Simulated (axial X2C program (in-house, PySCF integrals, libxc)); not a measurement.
## Curves of IPdI from open-shell CI on d8 s0

Calculated with an in-house all-electron X2C program for linear molecules (integrals from PySCF): two-component X2C with atomic mean-field Coulomb and Gaunt terms, basis I dyall-v4z, Pd dyall-v4z (cores contracted in-house). Orbitals come from Hartree–Fock averaged over the configuration Pd d8 s0; CI then distributes these electrons over the d, s shells of Pd.

Scan along the symmetric stretch (R is each bond); masses I 126.904 u, Pd 105.903 u, I 126.904 u. Energies in cm⁻¹ from the lowest point; levels are followed by energy order within each Ω. Lowest level at 2.627 Å: 100% d8.

```tsv
R (Å)	(1)Ω=2	(1)Ω=1	(1)Ω=3	(1)Ω=0	(1)Ω=4	(2)Ω=0	(2)Ω=2	(2)Ω=1	(3)Ω=0
2.443	3672	3636	4603	3854	5122	5758	6443	6761	7365
2.535	916	992	1413	1257	2778	3184	3479	4045	4776
2.627	0	160	278	451	2132	2423	2534	3112	4017
2.732	602	817	758	1118	2890	3151	3177	3696	4759
2.837	2473	2728	2564	3036	4803	5110	5102	5564	6740
2.955	5564	5830	5622	6129	7839	8261	8252	8644	9912
```

Q: Fit the curves (1)Ω=2, (1)Ω=1, (1)Ω=3, (1)Ω=4, (2)Ω=0, (2)Ω=2, (2)Ω=1, (3)Ω=0 near their minima.

A: From the open-shell CI curves, Te from the lowest:

```json
{"level": "(1)Ω=2", "Te (cm⁻¹)": "0", "Re (Å)": "2.638", "ωe (cm⁻¹)": "143.8"}
{"level": "(1)Ω=1", "Te (cm⁻¹)": "164", "Re (Å)": "2.634", "ωe (cm⁻¹)": "143.6"}
{"level": "(1)Ω=3", "Te (cm⁻¹)": "254", "Re (Å)": "2.648", "ωe (cm⁻¹)": "146.3"}
{"level": "(1)Ω=4", "Te (cm⁻¹)": "2140", "Re (Å)": "2.624", "ωe (cm⁻¹)": "140.5"}
{"level": "(2)Ω=0", "Te (cm⁻¹)": "2431", "Re (Å)": "2.629", "ωe (cm⁻¹)": "144.0"}
{"level": "(2)Ω=2", "Te (cm⁻¹)": "2536", "Re (Å)": "2.637", "ωe (cm⁻¹)": "146.9"}
{"level": "(2)Ω=1", "Te (cm⁻¹)": "3109", "Re (Å)": "2.640", "ωe (cm⁻¹)": "143.9"}
{"level": "(3)Ω=0", "Te (cm⁻¹)": "4025", "Re (Å)": "2.629", "ωe (cm⁻¹)": "144.7"}
```

Without dynamic correlation distances can be off by several hundredths of an Å (long for ionic bonds, short for multiple bonds) and the wavenumbers are rough.

The 9 lowest curves are shown; the next is (3)Ω=1, from 4153 cm⁻¹.

Dynamic correlation is missing, so gaps between terms are too wide and other configurations may lie lower; the lowest level listed is that of this model, not necessarily the ground state. For d shells the ligand-field splittings (σ, π, δ) and their order can be off by a thousand cm⁻¹ or more. At most 4 roots were kept for each Ω > 0 (twice that for Ω = 0) within 3.2 eV of the lowest, so higher up levels can be missing between those listed; levels with Ω > 0 are doubly degenerate and listed once, Ω = 0 levels singly. Some active spinors are only partly of the character that their shell is named for, so the shell names and counts are nominal. States that fill the shells left empty in the average are placed too high. The molecule was held linear; bending was not examined.
